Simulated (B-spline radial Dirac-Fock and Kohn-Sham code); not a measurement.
Elastic scattering of 558 eV positrons by atomic cobalt

Calculated with a radial finite-basis atomic code, using relativistic (Dirac) partial waves in the static field of the Dirac-Fock atom, without polarisation or absorption potentials.

```
θ (°)  dσ/dΩ (a₀²/sr)
    5            43.6
   10            15.4
   15            5.89
   20            2.75
   25            1.48
   30           0.881
   35           0.572
   40           0.398
   45           0.293
   50           0.224
   55           0.177
   60           0.142
   65           0.116
   70          0.0968
   75          0.0815
   80          0.0696
   85          0.0600
   90          0.0524
   95          0.0462
  100          0.0411
  105          0.0369
  110          0.0334
  115          0.0305
  120          0.0281
  125          0.0260
  130          0.0243
  135          0.0229
  140          0.0216
  145          0.0206
  150          0.0198
  155          0.0191
  160          0.0186
  165          0.0182
  170          0.0179
  175          0.0178
```

The total elastic cross section is 6.90 a₀², the first transport cross section 0.796 a₀² and the second, weighted with (3/2) sin²θ, 1.48 a₀². The mean deflection is ⟨1 − cos θ⟩ = 0.115, and 2.8 % of the collisions scatter beyond 90°.
